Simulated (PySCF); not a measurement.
BBr4 (charge -1).
SMILES: `Br[B-](Br)(Br)Br`

Level of theory: PBE0-D3(BJ)/def2-SVP geometry optimisation, gas phase in PySCF 2.14.0.

Masses are those of the commonest isotopes; rigid-rotor values at the optimised geometry. 

(1) What are A, B and C (MHz)?

(2) Classify the top.

Answers

(1) Ia = 864.61, Ib = 865.16, Ic = 865.93 u·Å²; 505379 MHz·u·Å²/I gives A = 584.5, B = 584.1, C = 583.6 MHz.

(2) A spherical top, as the point group Td requires three equal moments; the computed ones differ by 0.15 % because the geometry is symmetric only within the optimiser's tolerance.

The point group Td allows no dipole (computed: 0.01 D (about the centre of mass, as the species is charged)), so a rigid rotor has no electric-dipole lines.

Task: Estimate the classical rotational partition function at 50 K, 100 K and 200 K.

Result: Point group Td, symmetry number σ = 12; q = (√π/σ)·√((kT/h)³/(ABC)), k/h = 20836.6 MHz/K: 11100 at 50 K, 31500 at 100 K, 89000 at 200 K.

Not checked by PBE0-D3(BJ)/def2-SVP frequencies. Constants of a rigid frame at the computed geometry: no zero-point averaging, no centrifugal distortion.
